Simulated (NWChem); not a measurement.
Everything below was run with NWChem. System: CH₃ClSn, charge 0, spin multiplicity 1, at a geometry optimised with PBE/def2-SVP with def2 effective core potentials on Sn. The structure started from a generated list of species. Level: PBE0/def2-TZVP with def2 effective core potentials on Sn.

Job file:

```
start mol
memory heap 200 mb stack 900 mb global 1100 mb
geometry units angstroms nocenter noautoz
  Sn    -0.569227     0.161322     0.000000
  Cl     1.180497    -1.516102     0.000000
  C      0.845677     1.873903     0.000000
  H      0.318841     2.849262     0.000000
  H      1.499997     1.807473    -0.894363
  H      1.499997     1.807473     0.894363
  symmetry group Cs
end
basis spherical
  * library def2-tzvp
end
ecp
  Sn library def2-ecp
end
dft
  xc pbe0
  semidirect memsize 60000000 filesize 0
  iterations 100
end
task dft energy
```

Output (cleaned and shortened):

```
             Northwest Computational Chemistry Package (NWChem) 7.3.0
             --------------------------------------------------------

                                NWChem Input Module
                                -------------------

 Scaling coordinates for geometry "geometry" by  1.889725989
 (inverse scale =  0.529177249)

 Turning off AUTOSYM since
 SYMMETRY directive was detected!

                             Geometry "geometry" -> ""
                             -------------------------

 Output coordinates in angstroms (scale by  1.889725989 to convert to a.u.)

  No.       Tag          Charge          X              Y              Z
 ---- ---------------- ---------- -------------- -------------- --------------
    1 Sn                  50.0000    -0.56922700     0.16132200     0.00000000
    2 Cl                  17.0000     1.18049700    -1.51610200     0.00000000
    3 C                    6.0000     0.84567700     1.87390300     0.00000000
    4 H                    1.0000     0.31884100     2.84926200     0.00000000
    5 H                    1.0000     1.49999700     1.80747300    -0.89436300
    6 H                    1.0000     1.49999700     1.80747300     0.89436300

 Effective nuclear repulsion energy (a.u.)     317.8735025380

            Nuclear Dipole moment (a.u.)
            ----------------------------
        X                 Y               Z
 ---------------- ---------------- ----------------
    -0.0000075589    -0.0000151178     0.0000000000

      Symmetry information
      --------------------

 Group name             Cs
 Group number              2
 Group order               2
 No. of unique centers     5

      Symmetry unique atoms

     1    2    3    4    5


 Summary of "ao basis" -> "" (spherical)
 ------------------------------------------------------------------------------
       Tag                 Description            Shells   Functions and Types
 ---------------- ------------------------------  ------  ---------------------
 *                         def2-tzvp                  on all atoms

                                 NWChem DFT Module
[...]
 Vector   24  Occ=2.000000D+00  E=-2.476363D-01  Symmetry=a'
              MO Center= -1.4D-01,  4.2D-01, -1.2D-15, r^2= 4.1D+00
   Bfn.  Coefficient  Atom+Function         Bfn.  Coefficient  Atom+Function
  ----- ------------  ---------------      ----- ------------  ---------------
     6      0.404633  1 Sn s                  5      0.288514  1 Sn s
    16     -0.229879  1 Sn px                 2      0.228592  1 Sn s
    10      0.220988  1 Sn px                65      0.209038  2 Cl px
    92     -0.208440  3 C  s                 13     -0.205399  1 Sn px
     3     -0.190821  1 Sn s                 94      0.175660  3 C  py

 Vector   25  Occ=0.000000D+00  E=-1.032622D-01  Symmetry=a"
              MO Center= -5.4D-01,  1.3D-01, -2.3D-15, r^2= 3.8D+00
   Bfn.  Coefficient  Atom+Function         Bfn.  Coefficient  Atom+Function
  ----- ------------  ---------------      ----- ------------  ---------------
    18      0.526899  1 Sn pz                21      0.354994  1 Sn pz
    12     -0.348926  1 Sn pz                15      0.317241  1 Sn pz
    70     -0.167890  2 Cl pz                67     -0.133541  2 Cl pz
   127      0.119898  5 H  s                133     -0.119898  6 H  s
    64     -0.076119  2 Cl pz                58      0.055179  2 Cl pz

 Vector   26  Occ=0.000000D+00  E=-2.357639D-02  Symmetry=a'
              MO Center= -6.6D-01,  1.6D-01, -6.4D-15, r^2= 5.5D+00
   Bfn.  Coefficient  Atom+Function         Bfn.  Coefficient  Atom+Function
  ----- ------------  ---------------      ----- ------------  ---------------
    20      0.571555  1 Sn py                92     -0.411171  3 C  s
    17      0.358772  1 Sn py                19     -0.338371  1 Sn px
    55      0.313026  2 Cl s                  5     -0.275762  1 Sn s
    11     -0.230247  1 Sn py                14      0.222049  1 Sn py
    68     -0.200284  2 Cl px                65     -0.174492  2 Cl px

 Vector   27  Occ=0.000000D+00  E= 1.502102D-02  Symmetry=a'
              MO Center= -3.9D-01,  4.2D-01, -1.3D-14, r^2= 8.4D+00
   Bfn.  Coefficient  Atom+Function         Bfn.  Coefficient  Atom+Function
  ----- ------------  ---------------      ----- ------------  ---------------
    92      2.156954  3 C  s                  6     -1.136527  1 Sn s
    19     -0.882010  1 Sn px                20     -0.661127  1 Sn py
   100     -0.515743  3 C  py               127     -0.449006  5 H  s
   133     -0.449006  6 H  s                 16     -0.427362  1 Sn px
    17     -0.347591  1 Sn py               121     -0.342932  4 H  s

 center of mass
 --------------
 x =  -0.13888494 y =  -0.05621611 z =   0.00000000

 moments of inertia (a.u.)
 ------------------
         506.431473503633         172.776965645260           0.000000000000
         172.776965645260         360.174744984102           0.000000000000
           0.000000000000           0.000000000000         855.091046252491

     Multipole analysis of the density
     ---------------------------------

     L   x y z        total         alpha         beta         nuclear
     -   - - -        -----         -----         ----         -------
     0   0 0 0     -0.000000    -24.000000    -24.000000     48.000000

     1   1 0 0     -0.808262    -15.463690    -15.463690     30.119118
     1   0 1 0      0.913794      4.724866      4.724866     -8.535938
     1   0 0 1     -0.000000     -0.000000     -0.000000      0.000000

     2   2 0 0    -34.949143    -88.381320    -88.381320    141.813496
     2   1 1 0      0.739739     30.021988     30.021988    -59.304238
     2   1 0 1     -0.000000     -0.000000     -0.000000      0.000000
     2   0 2 0    -35.708596   -152.428858   -152.428858    269.149121
     2   0 1 1     -0.000000     -0.000000     -0.000000      0.000000
     2   0 0 2    -30.538325    -18.125604    -18.125604      5.712883

 Task  times  cpu:        9.8s     wall:        9.8s

 Total times  cpu:        9.9s     wall:        9.9s
```
